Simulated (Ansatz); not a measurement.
**Redistribution: C3H8 + C2H3F2I → C2H5I + C3H6F2**

Gas-phase species: C3H8 (propane) `CCC`, singlet; C2H3F2I `FCC(F)I`, singlet; C2H5I (iodoethane) `CCI`, singlet; C3H6F2 `CC(F)CF`, singlet. The partners trade CH3 for I; both sit on C, so the bond types are kept.

Shapes, held fixed at every level: PBE0-D4/def2-TZVP. Flexible molecules stand in one conformer, not always the lowest. Programs: Ansatz 0.2.0. The zero-point and thermal change to 298 K, harmonic and unscaled (PBE0-D4/def2-TZVP), is +0.3 kJ/mol.

| level | kind | ΔH(298 K) (kJ/mol) | less CCSD(T)/def2-TZVPP |
| --- | --- | --- | --- |
| HF/def2-TZVPP | Hartree–Fock | -34.4 | -9.3 |
| SPW92/def2-TZVPP | LDA | -18.0 | +7.1 |
| r2SCAN0-D4/def2-TZVPP | global hybrid | -24.4 | +0.7 |
| B2PLYP/def2-TZVPP | double hybrid | -24.3 | +0.8 |
| CCSD(T)/def2-SVP | coupled cluster or CI | -25.2 | -0.1 |
| CCSD/def2-SVP | coupled cluster or CI | -27.1 | -2.0 |
| CCSD/def2-TZVPP | coupled cluster or CI | -26.9 | -1.8 |
| CCSD(T)/def2-TZVPP | coupled cluster or CI | -25.1 | 0.0 |

The highest level, CCSD(T)/def2-TZVPP, gives ΔH(298 K) = -25.1 kJ/mol; the levels span -34.4 to -18.0. The column of differences is taken from that level and isn't an error. No measured value is set beside it here. For atoms past krypton def2 sets carry core potentials with scalar relativity. Outer-core shells of I are correlated, in sets that cover them unevenly.
